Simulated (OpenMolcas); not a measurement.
An atom or ion with 23 electrons was computed by SS-CASPT2, IPEA 0.25 Eh, imaginary shift 0.1 Eh with spin-orbit coupling (OpenMolcas, ANO-RCC-VTZP, DKH2). The lowest levels that the run gave, each within 12 % of the measured value where one is at hand:

| J | Parity | E (eV) | g |
| --- | --- | --- | --- |
| 5/2 | even | 0.0000 | 2.002 |
| 5/2 | even | 5.401 | 0.573 |
| 7/2 | even | 5.411 | 0.985 |
| 11/2 | even | 5.415 | 1.273 |
| 9/2 | even | 5.418 | 1.172 |
| 5/2 | even | 5.937 | 1.574 |
| 3/2 | even | 5.963 | 1.687 |
| 1/2 | even | 5.994 | 2.586 |
| 7/2 | even | 6.459 | 1.428 |
| 1/2 | even | 6.490 | 0.082 |
| 3/2 | even | 6.513 | 1.245 |
| 5/2 | even | 6.518 | 1.394 |

Which ion is it, and what are the configurations and terms?

Ni⁵⁺ (Z = 28, charge +5; active space 5 electrons in 5 orbitals (3d)). J, parity and g give the terms where levels are pure, and mixed ones are named by the computed weights; the size of the splittings, set against known spectra of the 23-electron sequence, gives the charge. In order, with the measured energies in eV (Corliss and Sugar, J. Phys. Chem. Ref. Data 10, 197 (1981)): 3d⁵ ⁶S_5/2, 3d⁵ ⁴G_5/2, 3d⁵ ⁴G_7/2, 3d⁵ ⁴G_11/2 (5.1975), 3d⁵ ⁴G_9/2, 3d⁵ ⁴P_5/2 (5.6889), 3d⁵ ⁴P_3/2 (5.7162), 3d⁵ ⁴P_1/2 (5.7435), 3d⁵ ⁴D_7/2 (6.2402), 3d⁵ ⁴D_1/2, 3d⁵ ⁴D_3/2, 3d⁵ ⁴D_5/2.

CASPT2 does not keep the components of a term degenerate, so their means are used; among the terms shown or strongly mixed into the levels shown the widest spread is 41 cm-1 (3d⁵ ⁴D). Terms from blocks run as CI alone lack orbitals of their own. Measured partners are found by configuration, term and J. A level has none where our copy of the source lacks it or the pairing is in doubt (some pairs that miss far off the trend of their configuration count as doubtful), and it then counts in no deviation. Levels of configurations outside the active space are missing.
